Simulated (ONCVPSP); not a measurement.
An all-electron radial function and its pseudo partner (Zn (Z = 30))

Columns: radius, all-electron u(r) and pseudo u(r) of the 3s shell (level -128.63 eV) of zinc in the configuration [Ne] 3s2 3p6 3d10 4s2; LDA (Perdew-Wang 92), scalar-relativistic, ONCV scheme, ONCVPSP 4.0.1.

| r (bohr) | all-electron | pseudo |
| --- | --- | --- |
| 0.057 | 0.1173 | 0.1156 |
| 0.115 | -0.5799 | 0.2427 |
| 0.172 | -0.7025 | 0.3830 |
| 0.230 | -0.3881 | 0.5420 |
| 0.288 | 0.0927 | 0.7116 |
| 0.345 | 0.5496 | 0.8775 |
| 0.402 | 0.9114 | 1.0292 |
| 0.460 | 1.1613 | 1.1554 |
| 0.518 | 1.3001 | 1.2423 |
| 0.575 | 1.3499 | 1.2843 |
| 0.632 | 1.3364 | 1.2836 |
| 0.690 | 1.2784 | 1.2440 |
| 0.747 | 1.1945 | 1.1756 |
| 0.805 | 1.0941 | 1.0857 |
| 0.862 | 0.9898 | 0.9867 |
| 0.920 | 0.8839 | 0.8830 |
| 0.977 | 0.7839 | 0.7836 |
| 1.035 | 0.6887 | 0.6886 |
| 1.092 | 0.6030 | 0.6029 |
| 1.150 | 0.5241 | 0.5239 |
| 1.208 | 0.4536 | 0.4534 |
| 1.265 | 0.3922 | 0.3921 |
| 1.322 | 0.3381 | 0.3381 |
| 1.380 | 0.2900 | 0.2899 |
| 1.438 | 0.2482 | 0.2481 |
| 1.495 | 0.2126 | 0.2125 |

(1) How many radial nodes do the two functions have?

(2) At about which radius was the pseudo-wave matched?

(3) Where does each function peak?

(4) Is the pseudo-wave norm-conserving?

## Answers

(1) The all-electron 3s function has n − l − 1 = 2; the pseudo-wave has 0, since the states of the same l below it are removed with the core.

(2) 1.15 bohr. The columns agree to 0.0005 from 0.98 bohr on; several derivatives are matched, so the curves merge somewhat inside the radius.

(3) Outermost all-electron maximum near 0.57 bohr, pseudo maximum near 0.57 bohr (to the table’s step).

(4) Yes: the ONCV scheme keeps the norm inside the radius equal to the all-electron one, which fixes the energy derivative of the logarithmic derivative at the level.
